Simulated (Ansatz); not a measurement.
A structure relaxed at r2SCAN-D4/def2-SVP in Ansatz, charge 1, singlet:

```xyz
9

B    -0.107    0.046   -0.097
B    -1.950    0.861   -1.754
B    -3.809    1.737   -3.361
B     2.904   -1.296    2.596
B     1.048   -0.469    0.937
N     3.847   -1.716    3.439
N     1.946   -0.869    1.740
N    -2.869    1.255   -2.597
N    -1.010    0.450   -0.903
```

(1) Give its formula.

(2) Summarise the bond lengths by kind (pairs closer than 1.2 times the sum of covalent radii, bridged metal pairs left out).

## Answers

(1) the cluster B5N4⁺.

(2) 7 × B–N 1.27 to 1.35 Å; 1 × B–B 1.63 Å.

The restricted singlet is unstable towards broken spin symmetry in Hartree–Fock (as tested in another run); at r2SCAN-D4/def2-SVP this wasn't settled. An occupied level of the charge 1 singlet lies above an empty one (by up to 0.15 eV), so this SCF solution is probably not the lowest. Another isomer (singlet) lies 7.19 eV lower at PBE0-D4/def2-TZVP; other spin states weren't run for this one.
